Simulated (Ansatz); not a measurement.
Born–Oppenheimer molecular dynamics of CH2BNO (6 atoms, charge 0, multiplicity 1). It goes on from the last frame of an earlier run, with new velocities.

All numbers below come from RKS BHLYP-D4/def2-SVP in Ansatz.

```
ensemble                      : NVE (velocity Verlet)
time step                     : 0.5 fs
steps asked                   : 100
starting velocities drawn for : 700 K
seed                          : 501403
```

First frame:

```xyz
6
Properties=species:S:1:pos:R:3
N -0.165 1.251 -0.420
C -0.206 0.360 0.460
B 0.251 -1.069 0.152
O 0.508 -2.148 -0.292
H 0.157 0.892 -1.332
H -0.554 0.658 1.458
```

How far do the bonds stretch over the last three quarters of this one trajectory? (Pairs bonded in most of those frames.)


```csv
bond,mean (Å),spread (Å),shortest,longest
N1–C2,1.262,0.015,1.24,1.29
N1–H5,1.018,0.012,1.00,1.04
C2–B3,1.561,0.039,1.52,1.64
C2–H6,1.103,0.036,1.05,1.15
B3–O4,1.195,0.015,1.17,1.22
```

Mean temperature of the second half: 372 K. The conserved energy stayed within 0.24 meV per atom of its start (net change 0.23 meV per atom), so the integration is sound. A run of 0.05 ps of so small a system gives no equilibrium averages.

Time of the run: 120 s on 1 thread of Arm Neoverse V1 (shared host), peak memory 0.11 GiB.
